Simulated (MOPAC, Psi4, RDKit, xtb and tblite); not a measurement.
Torsional profile of SMILES S[CH2][GeH3]. Scanned: dihedral H4–S1–C2–Ge3; all other coordinates were relaxed at GFN2-xTB. Points at φ and −φ are mirror images.

Atom numbering (GFN2-xTB optimised geometry, Å):
```
9

S      1.8944     0.3432    -0.7585
C      0.6720    -0.6540     0.1631
Ge    -1.1292     0.1321    -0.0016
H      1.6033     1.5083    -0.1806
H      0.7138    -1.6423    -0.2917
H      1.0092    -0.7440     1.1956
H     -1.1204     1.5008     0.6004
H     -1.4982     0.2567    -1.4387
H     -2.1450    -0.7008     0.7120
```

Levels of theory: GFN2-xTB (xtb and tblite); PM6, restricted, heats of formation // GFN2-xTB (MOPAC); PBE/def2-TZVP // GFN2-xTB (Psi4); UFF // GFN2-xTB (RDKit); M06-2X/def2-TZVP // GFN2-xTB (Psi4); MP2/cc-pVTZ = DF-MP2 (frozen core)/cc-pVTZ // GFN2-xTB (Psi4 1.11).

Energies in kcal/mol, each method relative to its own lowest point.

```tsv
φ / °	GFN2-xTB	PM6	PBE/def2-TZVP	UFF	M06-2X/def2-TZVP	MP2/cc-pVTZ
-150	1.59	0.30	1.01	0.86	0.96	0.87
-120	1.87	0.63	1.63	1.80	1.69	1.70
-90	0.91	0.39	0.90	1.18	0.99	1.01
-60	0.00	0.31	0.00	0.45	0.00	0.00
-30	0.28	1.00	0.28	1.37	0.20	0.22
0	0.71	1.51	0.77	2.30	0.61	0.71
30	0.28	1.00	0.28	1.37	0.20	0.22
60	0.00	0.31	0.00	0.45	0.00	0.00
90	0.91	0.39	0.90	1.18	0.99	1.01
120	1.87	0.63	1.63	1.80	1.69	1.70
150	1.59	0.30	1.01	0.86	0.96	0.87
180	1.20	0.00	0.55	0.00	0.46	0.34
```

Root-mean-square difference from the MP2/cc-pVTZ profile, itself a level with limits, after the best constant shift (kcal/mol): GFN2-xTB 0.33, PM6 0.68, PBE/def2-TZVP 0.10, UFF 0.56, M06-2X/def2-TZVP 0.06.
